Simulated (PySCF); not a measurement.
Compound: Ag(CO)H, CHAgO (singlet state).
Bonds: Ag1–C2, C2–O3. Hydrogens: H4 on Ag1.

A GFN2-xTB structure was refined with PySCF 2.14.0, PBE0-D3(BJ)/def2-SVP geometry optimisation, gas phase, def2 core potentials past Kr. Its GFN2-xTB values:

```tsv
coordinate	GFN2-xTB
Ag1–C2	1.986 Å
Ag1–H4	1.567 Å
C2–O3	1.136 Å
Ag1–C2–O3	135.9°
C2–Ag1–H4	144.3°
```

How do these coordinates change at the PBE0-D3(BJ)/def2-SVP level?

```csv
coordinate,PBE0-D3(BJ)/def2-SVP (Å or °),change
Ag1–C2,2.070,+0.084
Ag1–H4,1.640,+0.073
C2–O3,1.126,-0.010
Ag1–C2–O3,179.7,+43.8
C2–Ag1–H4,179.5,+35.2
```

The energy falls by 7.6 kcal/mol over 11 energy and gradient evaluations, the largest force component goes from 0.0222 to 3.1e-04 Eh/bohr, and the atoms move by 0.497 Å rms after alignment. The bond that changes most is Ag1–C2 (ends: silver bonded to C and H; carbon bonded to Ag and O), which lengthens by 0.084 Å. Bonds longer at the end by more than 0.005 Å: 2 of 3; shorter: 1.

The run used 64 basis functions and 83 SCF cycles in all.

Stationary, but not proved a minimum.
